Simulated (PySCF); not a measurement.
Computed Raman spectrum (relative Raman activity) of a molecule C4H6S. Coordinates come from a B3LYP-D3(BJ)/def2-SVP optimisation. The values are those of a single conformer. All values below come from PySCF with B3LYP-D3(BJ)/def2-SVP. Frequencies are harmonic and unscaled.

Lines under 2 % of the strongest are left out, and lines within 2 cm⁻¹ are merged.

ν (cm⁻¹): 331 (vw), 420 (vw), 552 (w), 657 (w), 742 (w), 895 (vw), 955 (vw), 978 (w), 1086 (vw), 1207 (vw), 1401 (w), 1439 (w), 1472 (w), 1720 (m), 3049 (s), 3078 (vs), 3100 (m), 3140 (s), 3143 (s), 3237 (s) (against the strongest line: vs over 80 %, s over 45 %, m over 15 %, w over 4 %, vw less)

Q: Which structure fits?
(A) C=C1CCS1
(B) C=C=CSC
(C) C#C[C@H](C)S
(D) C#CCSC

A: A, C=C1CCS1
